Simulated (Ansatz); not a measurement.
Molecular dynamics, step by step

GeSiH$_{7}$F, singlet, revPBE-D4/cc-pVDZ (Ansatz 0.2.0). Settings (timestep in fs, temperature in K; T counts 24 degrees of freedom):

```yaml
hamiltonian: {xc: {name: revPBE}, dispersion: d4}
md: {n_steps: 80, timestep: 0.5, temperature: 300, ensemble: nve, seed: 78, initial_velocities: maxwell_boltzmann}
```

Start, the saddle point found with PBE0-D4 in triple zeta (not stationary at another level):

Ge1  (-0.556, -1.211, 0.000)
F2  (1.398, -1.319, 0.656)
H3  (-0.208, -2.173, -1.134)
H4  (-1.016, -1.797, 1.333)
H5  (-1.702, -0.287, -0.517)
H6  (1.003, -0.183, 0.358)
Si7  (0.318, 1.382, -0.104)
H8  (1.569, 2.136, 0.196)
H9  (-0.781, 1.898, 0.750)
H10  (-0.024, 1.553, -1.538)
(Å)

```json
{"step": "0", "time (fs)": "0.00", "potential energy less the start (meV)": "0.0", "kinetic energy (meV)": "310.2", "T (K)": "300"}
{"step": "5", "time (fs)": "2.50", "potential energy less the start (meV)": "31.1", "kinetic energy (meV)": "279.1", "T (K)": "270"}
{"step": "10", "time (fs)": "5.00", "potential energy less the start (meV)": "156.0", "kinetic energy (meV)": "154.8", "T (K)": "150"}
{"step": "15", "time (fs)": "7.50", "potential energy less the start (meV)": "191.5", "kinetic energy (meV)": "119.1", "T (K)": "115"}
{"step": "20", "time (fs)": "10.00", "potential energy less the start (meV)": "170.4", "kinetic energy (meV)": "139.9", "T (K)": "135"}
{"step": "25", "time (fs)": "12.50", "potential energy less the start (meV)": "202.2", "kinetic energy (meV)": "108.6", "T (K)": "105"}
{"step": "30", "time (fs)": "15.00", "potential energy less the start (meV)": "149.2", "kinetic energy (meV)": "161.3", "T (K)": "156"}
{"step": "35", "time (fs)": "17.50", "potential energy less the start (meV)": "67.1", "kinetic energy (meV)": "243.0", "T (K)": "235"}
{"step": "40", "time (fs)": "20.00", "potential energy less the start (meV)": "100.7", "kinetic energy (meV)": "209.8", "T (K)": "203"}
{"step": "45", "time (fs)": "22.50", "potential energy less the start (meV)": "129.7", "kinetic energy (meV)": "180.9", "T (K)": "175"}
{"step": "50", "time (fs)": "25.00", "potential energy less the start (meV)": "102.6", "kinetic energy (meV)": "207.7", "T (K)": "201"}
{"step": "55", "time (fs)": "27.50", "potential energy less the start (meV)": "138.4", "kinetic energy (meV)": "172.2", "T (K)": "166"}
{"step": "60", "time (fs)": "30.00", "potential energy less the start (meV)": "135.6", "kinetic energy (meV)": "175.3", "T (K)": "170"}
{"step": "65", "time (fs)": "32.50", "potential energy less the start (meV)": "13.4", "kinetic energy (meV)": "296.8", "T (K)": "287"}
{"step": "70", "time (fs)": "35.00", "potential energy less the start (meV)": "-61.8", "kinetic energy (meV)": "372.2", "T (K)": "360"}
{"step": "75", "time (fs)": "37.50", "potential energy less the start (meV)": "-124.0", "kinetic energy (meV)": "434.8", "T (K)": "420"}
{"step": "80", "time (fs)": "40.00", "potential energy less the start (meV)": "-270.8", "kinetic energy (meV)": "581.2", "T (K)": "562"}
```

Step 25, positions (Å) and forces (eV/Å):

```tsv
atom	x	y	z	Fx	Fy	Fz
Ge1	-0.546	-1.211	0.003	-0.462	0.445	-0.118
F2	1.364	-1.306	0.651	0.613	-0.247	0.359
H3	-0.252	-2.079	-1.203	0.132	-0.280	-0.529
H4	-1.039	-1.996	1.219	-0.149	-0.045	0.332
H5	-1.698	-0.224	-0.438	-0.224	-0.170	0.049
H6	1.020	-0.124	0.511	-0.195	-0.090	-0.282
Si7	0.303	1.387	-0.109	1.192	-1.062	-0.100
H8	1.699	1.873	0.103	0.262	0.589	0.158
H9	-0.665	1.897	0.833	-0.805	0.719	0.499
H10	0.070	1.457	-1.568	-0.363	0.140	-0.367
```

Step 30, positions (Å) and forces (eV/Å):

| atom | x | y | z | Fx | Fy | Fz |
| --- | --- | --- | --- | --- | --- | --- |
| Ge1 | -0.545 | -1.211 | 0.003 | -0.318 | 0.220 | -0.182 |
| F2 | 1.363 | -1.306 | 0.654 | 0.461 | -0.211 | 0.299 |
| H3 | -0.269 | -2.053 | -1.232 | 0.171 | -0.229 | -0.440 |
| H4 | -1.059 | -2.012 | 1.192 | -0.097 | -0.151 | 0.445 |
| H5 | -1.727 | -0.267 | -0.409 | -0.253 | 0.076 | -0.001 |
| H6 | 1.019 | -0.105 | 0.503 | -0.249 | -0.153 | -0.245 |
| Si7 | 0.305 | 1.385 | -0.110 | 0.524 | -0.764 | 0.282 |
| H8 | 1.681 | 1.882 | 0.098 | 0.560 | 0.649 | 0.141 |
| H9 | -0.663 | 1.967 | 0.829 | -0.468 | 0.444 | 0.199 |
| H10 | 0.041 | 1.461 | -1.557 | -0.331 | 0.121 | -0.496 |

Step 40, positions (Å) and forces (eV/Å):

```tsv
atom	x	y	z	Fx	Fy	Fz
Ge1	-0.544	-1.212	0.002	-0.658	-0.917	-0.394
F2	1.365	-1.308	0.661	0.083	-0.204	0.140
H3	-0.276	-2.021	-1.335	0.046	0.301	0.476
H4	-1.103	-2.062	1.199	0.312	0.132	-0.125
H5	-1.819	-0.335	-0.352	0.157	0.204	0.029
H6	0.974	-0.093	0.450	-0.090	-0.088	-0.041
Si7	0.312	1.377	-0.108	-0.091	1.166	0.264
H8	1.713	1.997	0.105	-0.411	0.000	-0.146
H9	-0.698	2.148	0.821	0.567	-0.577	-0.634
H10	-0.062	1.487	-1.591	0.084	-0.017	0.431
```

Last step (80):

```tsv
atom	x (Å)	y (Å)	z (Å)
Ge1	-0.5539	-1.2398	-0.0007
F2	1.3480	-1.3454	0.6940
H3	-0.2004	-1.7135	-1.4526
H4	-0.8872	-2.3078	1.1120
H5	-1.6242	-0.0697	-0.0238
H6	0.8994	0.1611	0.4270
Si7	0.3431	1.4516	-0.1164
H8	1.6409	2.3152	-0.1731
H9	-0.7378	2.0537	0.7768
H10	-0.1903	1.3538	-1.5528
```

The run took about 71 s on 4 CPU threads of an Arm Neoverse V2 (shared host).
